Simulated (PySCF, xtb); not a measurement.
B(Me)2(SH) (C₂H₇BS), SMILES CB(S)C.

Geometry: PBE0-D3(BJ)/def2-SVP. Other conformers were not sampled.

Calculation: C-PCM-PBE0/def2-SVP in PySCF.

The values are the electrostatic part of the solvation free energy, E(continuum) − E(gas) at the gas-phase geometry, in a cavity of scaled van der Waals radii (PySCF's table); cavitation and dispersion terms are not included. In vacuum the orbital gap is 7.54 eV. The dipole moment in vacuum is 1.24 D.

Computed values in water (ε = 78.36), n-hexane (ε = 1.88), 1-octanol (ε = 9.86):
| solvent | ε | ΔG(elec) (kcal/mol) | dipole (D) | gap (eV) |
|---|---|---|---|---|
| water | 78.36 | -2.2 | 1.66 | 7.66 |
| n-hexane | 1.88 | -0.9 | 1.41 | 7.59 |
| 1-octanol | 9.86 | -1.9 | 1.62 | 7.65 |

For comparison, GFN2-xTB/ALPB(water) (xtb, at the GFN2-xTB geometry, all terms of that model) gives -0.4 kcal/mol.
